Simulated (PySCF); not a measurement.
C₄H₄FNO₂S.
SMILES with atom numbers: `[NH2:1][C:2]1=[C:3]([F:4])[S:5](=[O:6])(=[O:7])[CH:8]=[CH:9]1` (hydrogens: H10, H11 on N1; H12 on C8; H13 on C9)

Level of theory: PySCF 2.14.0, PBE/def2-SV(P) geometry optimisation, gas phase.

Problem. List the bond lengths, angles and torsions at this level.

Solution. 
| bond | length (Å) | order |
| --- | --- | --- |
| N1–C2 | 1.380 | single |
| C2=C3 | 1.362 | double |
| C3–F4 | 1.336 | single |
| C3–S5 | 1.812 | single |
| S5=O6, S5=O7 | 1.479 | double |
| S5–C8 | 1.805 | single |
| C8=C9 | 1.348 | double |
| C2–C9 | 1.485 | single |
| N1–H10, N1–H11 | 1.024 | single |
| C8–H12 | 1.099 | single |
| C9–H13 | 1.103 | single |

Bonds in one row agree within 0.01 Å and their mean is given. Orders are formal, as drawn. A selection of angles:
| angle | degrees |
| --- | --- |
| C2–N1–H10 | 116.7 |
| C2–N1–H11 | 116.3 |
| H10–N1–H11 | 113.8 |
| N1–C2–C3 | 127.4 |
| N1–C2–C9 | 120.8 |
| C3–C2–C9 | 111.7 |
| C2–C3–F4 | 127.6 |
| C2–C3–S5 | 111.6 |
| F4–C3–S5 | 120.8 |
| C3–S5–O6 | 110.4 |
| C3–S5–O7 | 111.2 |
| C3–S5–C8 | 90.8 |
| O6–S5–O7 | 120.1 |
| O6–S5–C8 | 110.4 |
| S5–C8–C9 | 110.0 |
| S5–C8–H12 | 119.7 |
| C9–C8–H12 | 130.3 |
| C8–C9–H13 | 123.9 |
| C2–C9–C8 | 115.8 |
| C2–C9–H13 | 120.3 |

Dihedral angles: N1–C2–C3–F4 4° (synperiplanar); C2–C3–S5–O6 -112° (anticlinal); C3–S5–C8–C9 0° (synperiplanar); S5–C8–C9–C2 -1° (synperiplanar); N1–C2–C9–C8 177° (antiperiplanar). The mirror-image conformer, all signs reversed, is as good.

S5 (sulfonyl sulfur) has angles from 90.8° to 120.1°. Of the pairs four or more bonds apart, F4···H11 is among the closest relative to their van der Waals radii: 2.75 Å, 103 % of the sum of Bondi's values. The 5-membered ring C2–C3–S5–C8–C9 has internal angles of 90.8° to 115.8° (sum 540°, against 540° for a flat polygon); it is planar, 0.00 Å rms from its mean plane, widest ring torsion 1°. The 3 C–C bonds span 1.348 Å (C8=C9, drawn double) to 1.485 Å (C2–C9, drawn single), a spread of 0.137 Å. N1 (enamine nitrogen) is pyramidal (angles 116.7°, 116.3° and 113.8°, sum 346.7°, 0.24 Å off the plane of its three neighbours).

No frequency check.

The run took 74 s wall on one thread, Arm Neoverse V2 (aarch64), shared host with 96 logical CPUs at a one-minute load of 76, and the process peaked at 0.59 GiB of memory. That covers the optimisation of the geometry.
